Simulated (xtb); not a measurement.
Input for xtb: GFN-FF on CH3BrSi (SMILES C[Si]Br), a point of a torsion scan.

```
$ xtb mol.xyz --gfnff --sp --chrg 0 --uhf 0
6

C     -0.62634412     0.00156681     0.01346789
Si     0.89992981     1.14665143    -0.14393277
Br     2.31871955     0.00032975     1.26340708
H     -0.78283058    -0.35124886     1.03343433
H     -1.53532701     0.50262105    -0.31444903
H     -0.49812891    -0.88058146    -0.61578461
```

It printed:

```
[...]
           -------------------------------------------------
          |                Calculation Setup                |
           -------------------------------------------------



          ==================== Thresholds ====================
          CN  :   150.00000
          rep :   500.00000
          disp:  2500.00000
          HB1 :   250.00000
          HB2 :   450.00000

          Pauling EN used:
          Z : 1  EN :  2.20
          Z : 6  EN :  2.55
          Z :14  EN :  1.90
          Z :35  EN :  2.96
          electric field strengths (au): 0.000

           -------------------------------------------------
          |           Force Field Initialization            |
           -------------------------------------------------

          distances ...
          ----------------------------------------
          generating topology and atomic info file ...
          pair mat ...
          computing topology distances matrix with Floyd-Warshall algo ...
          making topology EEQ charges ...
          #fragments for EEQ constrain: 1
          ----------------------------------------
          generating topology and atomic info file ...
          pair mat ...
          computing topology distances matrix with Floyd-Warshall algo ...
          making topology EEQ charges ...
          #fragments for EEQ constrain: 1
          rings ...
          # BATM   6
          # H in HB   0

  atom   neighbors  erfCN metchar sp-hybrid imet pi  qest     coordinates
    1  C       4    3.48   0.00         3    0    0  -0.071   -1.183619    0.002961    0.025451
    2  Si      2    1.90   0.04         2    0    0   0.080    1.700621    2.166857   -0.271994
    3  Br      1    0.97   0.00         0    0    0  -0.124    4.381745    0.000623    2.387493
    4  H       1    0.97   0.00         0    0    0   0.038   -1.479335   -0.663764    1.952908
    5  H       1    0.97   0.00         0    0    0   0.038   -2.901348    0.949816   -0.594223
    6  H       1    0.97   0.00         0    0    0   0.038   -0.941327   -1.664058   -1.163664

          #atoms :   6
          #bonds :   5
          #angl  :   7
          #tors  :   3
          #nmol  :   1
          #optfrag :   1
           -------------------------------------------------
          |                   G F N - F F                   |
          |          A general generic force-field          |
          |                  Version 1.0.3                  |
           -------------------------------------------------
          Number of HB bonds (bound hydrogen)     0
          Number of HB bonds (unbound hydrogen)   0
          Number of XB bonds                      0

 E+G (total)                   0 d,  0 h,  0 min,  0.000 sec
 distance/D3 list               ...        0 min,  0.000 sec (  1.146%)
 non bonded repulsion           ...        0 min,  0.000 sec ( 13.799%)
 dCN                            ...        0 min,  0.000 sec (  2.166%)
 EEQ energy and q               ...        0 min,  0.000 sec ( 10.407%)
 D3                             ...        0 min,  0.000 sec ( 15.162%)
 EEQ gradient                   ...        0 min,  0.000 sec (  5.315%)
 bonds                          ...        0 min,  0.000 sec (  7.127%)
 bend and torsion               ...        0 min,  0.000 sec ( 13.660%)
 bonded ATM                     ...        0 min,  0.000 sec (  3.688%)
 HB/XB (incl list setup)        ...        0 min,  0.000 sec ( 21.968%)

         :::::::::::::::::::::::::::::::::::::::::::::::::::::
         ::                     SUMMARY                     ::
         :::::::::::::::::::::::::::::::::::::::::::::::::::::
Note: The following floating-point exceptions are signalling: IEEE_UNDERFLOW_FLAG IEEE_DENORMAL
normal termination of xtb
         :: total energy              -0.654952258018 Eh    ::
         :: gradient norm              0.047688190924 Eh/a0 ::
         ::.................................................::
         :: bond energy               -0.675985168030 Eh    ::
         :: angle energy               0.000408901303 Eh    ::
         :: torsion energy             0.000083448246 Eh    ::
         :: repulsion energy           0.028677481488 Eh    ::
         :: electrostat energy        -0.005380938605 Eh    ::
         :: dispersion energy         -0.002661128541 Eh    ::
         :: HB energy                  0.000000000000 Eh    ::
         :: XB energy                  0.000000000000 Eh    ::
         :: bonded atm energy         -0.000094853879 Eh    ::
         :: external energy            0.000000000000 Eh    ::
         :: add. restraining           0.000000000000 Eh    ::
         :: total charge               0.000000000000 e     ::
         :::::::::::::::::::::::::::::::::::::::::::::::::::::

           -------------------------------------------------
          |                Property Printout                |
           -------------------------------------------------

molecular dipole:
                 x           y           z       tot (Debye)
 q only:       -0.557       0.118      -0.321       1.661

           -------------------------------------------------
          | TOTAL ENERGY               -0.654952258018 Eh   |
          | GRADIENT NORM               0.047688190924 Eh/α |
           -------------------------------------------------
########################################################################
[WARNING] Runtime exception occurred
-1- gfnff_setup: Could not read topology file.
########################################################################

------------------------------------------------------------------------
------------------------------------------------------------------------
 total:
 SCF:
```

The run finished.

Cost: roughly 0.020 core-seconds.
